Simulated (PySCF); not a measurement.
Adding and removing an electron: SeF

PBE0; Se aug-cc-pVDZ-PP with ECP10, F aug-cc-pVDZ; scalar-relativistic core potentials (PySCF 2.14). Neutral (UKS): doublet (π ↑), Re = 1.768 Å, ωe = 695 cm⁻¹, De = 3.34 eV, HOMO -7.03 eV, LUMO -4.58 eV.

SeF⁻ (UKS): singlet (closed shell), Re = 1.870 Å, ωe = 554 cm⁻¹, De = 2.40 eV to Se + F⁻. The energies at the minima are -472.84721 hartree for SeF and -472.93372 for SeF⁻.

(1) Work out the adiabatic electron affinity, without and with harmonic zero-point energies (1 hartree = 27.2114 eV, 1 eV = 8065.5 cm⁻¹), and the change of the bond length.

For an ion De counts to the pair picked by the measured ionisation energies or electron affinities, which need not be the lowest pair at this level. States were picked by a PBE0 search and need not be the measured ground states.

Results:

(1) At PBE0: 0.08651 hartree = 2.354 eV between the minima; the zero-point term (695.0 − 554.0)/2 cm⁻¹ = +0.009 eV makes it 2.363 eV. Re changes by +10.2 pm against the neutral. The electron enters a π orbital, and the longer bond of the ion fits an antibonding orbital, or a change in how ionic the bond is.
